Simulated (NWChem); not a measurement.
C2H2N3, doublet; SMILES [c]1ncn[nH]1

All runs: NWChem. Pople sets run with spherical d functions. Spin-unrestricted. In the optimisation the excess spin sits in a' (Cs, its own frame). Coordinates come from a PBE0/def2-SVP, spin-unrestricted optimisation. No stability test was run on the SCF state. Level PBE0/6-31G*: single points from the atomic guess with DIIS by default; each run changes one setting, and all converged runs end within 0.3 mHa of each other. cgmin counts macro-iterations, each dearer than a DIIS step.

```json
[
 {"setting": "defaults", "SCF iterations": "12"},
 {"setting": "occupation smearing of 0.005 Ha", "SCF iterations": "12"},
 {"setting": "DIIS on 20 Fock matrices", "SCF iterations": "11"},
 {"setting": "DIIS on 3 Fock matrices", "SCF iterations": "12"},
 {"setting": "70 % damping for 30 cycles", "SCF iterations": "31"},
 {"setting": "quadratically convergent solver (cgmin)", "SCF iterations": "6"}
]
```
